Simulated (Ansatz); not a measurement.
System: BH2, charge 1, singlet. BH2+ (parent SMILES [BH2], singlet).
B3LYP-D3(BJ)/def2-TZVP minimum from Ansatz (an electronic-structure program):
```xyz
3

B      0.0000     0.0000     0.0000
H      0.0000     0.0000     1.1744
H      0.0000     0.0000    -1.1744
```
Charge +1, spin multiplicity 1.

Total energies in cc-pV5Z, 4 correlated electrons, 1 frozen orbitals. UHF or UKS for unpaired electrons; spin-orbit terms are left out. Correlated methods leave the cores frozen. No relativity. The spin of H2B+ (parent SMILES [BH2], singlet) was assumed, and the state is the lowest solution found for it.

```tsv
method	program	energy (Eh)	minus CCSDT(Q) (mEh)
HF	Ansatz	-25.48079	90.93
MP2	Ansatz	-25.55566	16.06
CCSD	Ansatz	-25.57043	1.29
CCSD(T)	Ansatz	-25.57147	0.24
CCSDT(Q)	Ansatz	-25.57171	0.00
```
